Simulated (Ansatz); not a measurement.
hydrogen peroxide (H$_{2}$O$_{2}$), singlet, at a GFN2-xTB geometry, atoms displaced at random by about 0.05 Å a coordinate. Base run: B3LYP/aug-cc-pVDZ in Ansatz (a quantum-chemistry and plane-wave program).

Input for Ansatz:
Ansatz 0.2 input:
```yaml
crystal:
  periodic: [false, false, false]
  atoms:
    - {symbol: O, position_ang: [-0.02332529, 0.71193013, 0.00726451]}
    - {symbol: O, position_ang: [0.07575055, -0.76292975, -0.06409921]}
    - {symbol: H, position_ang: [0.91421811, 0.96232832, 0.00889340]}
    - {symbol: H, position_ang: [-0.90582034, -0.90952560, 0.01063579]}
basis:
  gaussian:
    orbitals: aug-cc-pVDZ
hamiltonian:
  xc: b3lyp
relax: {}
```

Variants of this job, named by their change:

```
change                          ΔE vs base (kcal/mol)  optimiser steps  core-seconds (rough)
------------------------------  ---------------------  ---------------  --------------------
base                                            0.000               12                    20
relax = f_tol: 0.1                              0.021               10                    10
relax = max_displacement: 0.5                   0.000               10                    10
relax = escape_saddle: false                    0.000               12                    20
relax = max_displacement: 0.02                 -0.001               18                    20
relax = f_tol: 0.0005                          -0.001               14                    20
relax = f_tol: 0.05                            -0.001               10                    10
```
